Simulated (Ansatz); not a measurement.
Frontier orbitals of `C[N](C)[Zr]([I])([N](C)C)[N](C)C`.

```xyz
29

C     1.338   -0.979    2.415
N     0.100   -0.879    1.678
C    -0.901   -1.812    2.118
Zr    0.118    0.618    0.323
I     0.586    3.062    1.604
N     1.571    0.257   -1.031
C     1.665    1.290   -2.037
C     2.576   -0.761   -1.166
N    -1.662    0.664   -0.625
C    -2.061    0.568   -2.003
C    -2.765    0.929    0.271
H     1.805   -1.968    2.299
H     2.067   -0.234    2.067
H     1.192   -0.796    3.488
H    -0.560   -2.851    2.002
H    -1.151   -1.667    3.179
H    -1.816   -1.695    1.535
H     2.636    1.804   -2.006
H     0.898    2.062   -1.884
H     1.524    0.888   -3.051
H     2.466   -1.514   -0.383
H     2.500   -1.274   -2.136
H     3.590   -0.342   -1.097
H    -1.195    0.373   -2.639
H    -2.779   -0.250   -2.157
H    -2.540    1.493   -2.352
H    -3.512    0.122    0.251
H    -3.274    1.871    0.026
H    -2.416    1.022    1.309
```

Total charge 0; spin multiplicity 1. Correlated methods include outer-core shells of I, Zr, which these sets cover unevenly. Zr, I: def2 effective core potential. The structure was optimised at the PBE0-D4/def2-TZVP level. It is one conformer, not always the lowest. Basis def2-TZVPP, Ansatz.

Orbital energies of one run (eV). Highest occupied ones, from the top: -5.96, -5.96, -5.98, -6.65, -6.65, -7.45, -8.29, -8.63, -8.63, -9.90, -10.01, -10.01, -10.52, -10.52. Empty: -0.68, -0.68, -0.18, 0.24, 0.24, 0.24.

Question: Which functional gave them?
A. r2SCANh
B. r2SCAN0
C. BLYP
D. BHLYP

Answer: A. HOMO energies: r2SCANh -5.96, r2SCAN0 -6.64, BLYP -5.15, BHLYP -7.55 eV.
